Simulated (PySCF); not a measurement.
The same groups moved round the core (norbornane mercapto+boryl). All species are isolated molecules in the gas phase. One relaxed conformer stands for each flexible species; it need not be the lowest. Strings in code marks are SMILES.

Method: ωB97X-D3(BJ)/def2-TZVP // PBE0-D3(BJ)/def2-SVP (PySCF 2.14.0). All candidates: neutral, multiplicity 1. Delta-SCF ions had no search for a lower state. 

```yaml
HOMO: -9.05 eV
HOMO–LUMO gap: 9.92 eV
vertical ionisation energy (Delta-SCF): 8.84 eV
```

Say which member has these values.
A) `B[C@@H]1C[C@@H]2CC[C@H]1[C@@H]2S`
B) `B[C@@H]1C[C@@H]2C[C@H]1C[C@@H]2S`
C) `B[C@@H]1C[C@H]2CC[C@]1(S)C2`
D) `B[C@]12CC[C@H](CC1)[C@@H]2S`

C, `B[C@@H]1C[C@H]2CC[C@]1(S)C2`. The others give `B[C@@H]1C[C@@H]2CC[C@H]1[C@@H]2S`: -9.22 eV, 10.15 eV, 9.05 eV; `B[C@@H]1C[C@@H]2C[C@H]1C[C@@H]2S`: -9.18 eV, 10.04 eV, 9.02 eV; `B[C@]12CC[C@H](CC1)[C@@H]2S`: -9.19 eV, 10.02 eV, 9.02 eV
